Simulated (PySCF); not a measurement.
## Exercise with solution: dipole moment from atomic charges

TiO2, SMILES [O]=[Ti]=[O], multiplicity 1. Atoms are numbered in the order given.

```xyz
3

Ti     0.0000     0.0000     0.3788
O      0.0000    -1.3553    -0.5208
O      0.0000     1.3553    -0.5208
```

Coordinates come from a ωB97X-D3(BJ)/def2-TZVP optimisation. The multiplicity is an assumed one; other spin states were not compared. The isomer is the one that the SMILES or the coordinates give; other isomers of the formula were not compared.

Charges (e) from ωB97X/def2-TZVPD run with PySCF:

| atom | ESP fit | IAO |
|---|---|---|
| Ti1 | 1.585 | 1.337 |
| O2 | -0.792 | -0.668 |
| O3 | -0.792 | -0.668 |

The dipole moment of the full density is 6.89 D.

**Question.** What dipole moment does each set of point charges give, and which comes closer to that of the density?

**Answer.** 
μ = Σ q r, and 1 e Å = 4.8032 D.
ESP fit: Σ q r = (0.000, 0.000, 1.425) e Å, |μ| = 6.85 D.
IAO: Σ q r = (0.000, 0.000, 1.202) e Å, |μ| = 5.77 D.
ESP fit comes closer in size. Point charges leave out the atoms' own dipoles (lone pairs, polarised bonds); fits to the potential absorb them, partitions of the density don't.
